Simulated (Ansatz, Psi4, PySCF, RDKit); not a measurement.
Complex: H2O (SMILES O) (first 3 atoms) with CHN (SMILES C#N); geometry from B3LYP-D3(BJ)/def2-TZVP, rigid monomers moved along the line of their centres of mass till H3···N5 is 3.80 Å.
(charge 0, multiplicity 1):
```xyz
6

O     -0.1430     0.0652    -0.6573
H      0.7913    -0.0607    -0.8478
H     -0.2007     0.0722     0.3079
C     -0.3344     0.0848     5.2436
N     -0.1943     0.0672     4.1080
H     -0.4661     0.1014     6.3024
```

Monomers are frozen at their geometry in the pair; levels with a basis set take the counterpoise correction. Rows marked so take none.

Frozen-core correlation. CBS: X⁻³ extrapolation of the correlation energy, Hartree–Fock from the larger set. Rows in 6-31G* carry no dispersion term and start afresh at each structure (6-31G* with six Cartesian d functions).

Programs: Ansatz (Gaussian orbitals); Psi4 for SAPT; PySCF for 6-31G* rows, the dispersion terms; RDKit for the force fields. Values without a source in brackets are computed.

```
level                              interaction energy (meV)
---------------------------------  ------------------------
MMFF94                                                -64.5
HF/aug-cc-pVTZ                                        -48.9
r2SCAN-D4/def2-TZVPPD                                 -47.7
B3LYP/6-31G* (no counterpoise)                        -48.6
B3LYP-D3(BJ)/def2-TZVPPD                              -47.9
PBE0-D3(BJ)/def2-TZVPPD                               -50.3
MP2/CBS(aug-cc-pVDZ, aug-cc-pVTZ)                     -50.3
CCSD(T)/aug-cc-pVDZ                                   -49.1
SAPT0/jun-cc-pV(D+d)Z                                   ___
```

**Question.** Some entries are withheld; supply them.

**Answer.** 
- SAPT0/jun-cc-pV(D+d)Z, interaction energy (meV): -55.6

Ansatz is an electronic-structure program.
